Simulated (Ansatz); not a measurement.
Two members of one family (Cage-BeO), computed with Ansatz in the gas phase. Binding counts from free atoms in the multiplicity of their measured ground term, without zero-point energy. The structures are stationary points that may keep the symmetry of their start.

First: (BeO)10 cage of four- and six-membered rings, n = 10, cage 1 (singlet, charge 0, PBE-D4/def2-SVP geometry).

| atom | x (Å) | y (Å) | z (Å) |
| --- | --- | --- | --- |
| Be1 | 2.8287 | -1.2117 | -1.4269 |
| O2 | 2.8727 | -0.9635 | 0.1589 |
| Be3 | 2.2733 | 0.4684 | -0.3468 |
| O4 | 2.3078 | 0.2104 | -1.9589 |
| Be5 | 0.9295 | -0.6607 | -2.0513 |
| O6 | 1.5076 | -2.1121 | -1.5737 |
| Be7 | 1.4856 | -1.8156 | 0.0329 |
| O8 | 0.1944 | -1.3790 | 0.7611 |
| Be9 | 0.3608 | 0.1057 | 1.3840 |
| O10 | 1.0591 | 1.1305 | 0.3446 |
| Be11 | -0.1893 | 1.2483 | -0.6779 |
| O12 | -0.4169 | -0.1098 | -1.5274 |
| Be13 | -0.9687 | -1.0130 | -0.3035 |
| O14 | -2.3610 | -0.6358 | 0.2773 |
| Be15 | -2.2348 | -0.0329 | 1.7839 |
| O16 | -0.8276 | 0.6541 | 2.2233 |
| O17 | -1.4617 | 1.9733 | -0.1552 |
| Be18 | -2.7015 | 0.9369 | 0.0342 |
| O19 | -3.0845 | 1.3216 | 1.5562 |
| Be20 | -1.5734 | 1.8848 | 1.4651 |

```json
{"level": "PBE-D4/def2-SVP", "HOMO (eV)": "-7.15", "LUMO (eV)": "-2.26", "gap (eV)": "4.89", "binding per atom (eV)": "5.44"}
{"level": "PBE-D4/def2-TZVP", "HOMO (eV)": "-6.78", "LUMO (eV)": "-2.18", "gap (eV)": "4.59", "binding per atom (eV)": "5.41"}
{"level": "r2SCAN-D4/def2-TZVP", "HOMO (eV)": "-7.07", "LUMO (eV)": "-1.66", "gap (eV)": "5.41", "binding per atom (eV)": "5.37"}
{"level": "B3LYP-D4/6-31G", "HOMO (eV)": "-8.33", "LUMO (eV)": "-1.59", "gap (eV)": "6.75", "binding per atom (eV)": "5.11"}
{"level": "PBE0-D4/def2-TZVP", "HOMO (eV)": "-8.35", "LUMO (eV)": "-1.37", "gap (eV)": "6.98", "binding per atom (eV)": "5.24"}
```

Second: (BeO)10 cage of four- and six-membered rings, n = 10, cage 2 (singlet, charge 0, PBE-D4/def2-SVP geometry).

Cartesian coordinates in Å:
```
Be -2.279 -1.336 -1.136
O -1.479 -2.622 -0.720
Be -1.904 -2.007 0.782
O -2.939 -0.907 0.348
Be -2.002 0.346 0.088
O -1.626 0.042 -1.492
Be -0.073 0.252 -1.528
O 0.865 -0.981 -0.964
Be -0.086 -2.016 -0.264
O -0.463 -1.710 1.317
Be 0.073 -0.252 1.527
O -0.865 0.981 0.965
Be 0.087 2.016 0.264
O 0.462 1.710 -1.317
Be 1.904 2.006 -0.783
O 1.479 2.622 0.720
Be 2.003 -0.346 -0.088
O 1.626 -0.042 1.492
Be 2.280 1.336 1.136
O 2.938 0.907 -0.347
```

Problem. Estimate the same table for the second.

Solution. 
```json
{"level": "PBE-D4/def2-SVP", "HOMO (eV)": "-7.22", "LUMO (eV)": "-1.96", "gap (eV)": "5.26", "binding per atom (eV)": "5.54"}
{"level": "PBE-D4/def2-TZVP", "HOMO (eV)": "-6.83", "LUMO (eV)": "-1.93", "gap (eV)": "4.89", "binding per atom (eV)": "5.50"}
{"level": "r2SCAN-D4/def2-TZVP", "HOMO (eV)": "-7.13", "LUMO (eV)": "-1.41", "gap (eV)": "5.72", "binding per atom (eV)": "5.46"}
{"level": "B3LYP-D4/6-31G", "HOMO (eV)": "-8.40", "LUMO (eV)": "-1.26", "gap (eV)": "7.14", "binding per atom (eV)": "5.21"}
{"level": "PBE0-D4/def2-TZVP", "HOMO (eV)": "-8.37", "LUMO (eV)": "-1.14", "gap (eV)": "7.22", "binding per atom (eV)": "5.33"}
```
